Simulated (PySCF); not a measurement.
**Exercise with solution: chemical shift, span and skew from a shielding tensor**

BFH, SMILES [BH]F (connectivity only; charge and spin as stated), charge +1, multiplicity 1. Atoms are numbered in the order given.

```xyz
3

B      0.0000     0.0000     0.6486
F      0.0000     0.0000    -0.5636
H      0.0000     0.0000     1.8292
```
Charge +1, spin multiplicity 1.

Geometry: PBE0-D3(BJ)/def2-TZVPD. The multiplicity is an assumed one; other spin states were not compared. The isomer is the one that the SMILES or the coordinates give; other isomers of the formula were not compared.

GIAO shieldings from PBE/pcSseg-2 (PySCF), non-relativistic, no solvent. The symmetric part of the tensor of F2 has the principal values 16.1, 16.1, 480.4 ppm. The same nucleus in CFCl3 has σ = 132.0 ppm at this level (PySCF, at its B3LYP-D3(BJ)/def2-TZVP geometry).

Q: Work out the isotropic shielding, the ¹⁹F shift against CFCl3, the span and the skew.

A: 
σ(iso) = (σ11 + σ22 + σ33)/3 = 170.9 ppm. δ = σ(ref) − σ(iso) = 132.0 − (170.9) = -38.9 ppm.
Span Ω = σ33 − σ11 = 464.3 ppm. Skew κ = 3(σ(iso) − σ22)/Ω = 1.00, an axial tensor. Tumbling in solution averages the tensor to δ; in a static solid the shielding alone would spread this spin-1/2 line over Ω.
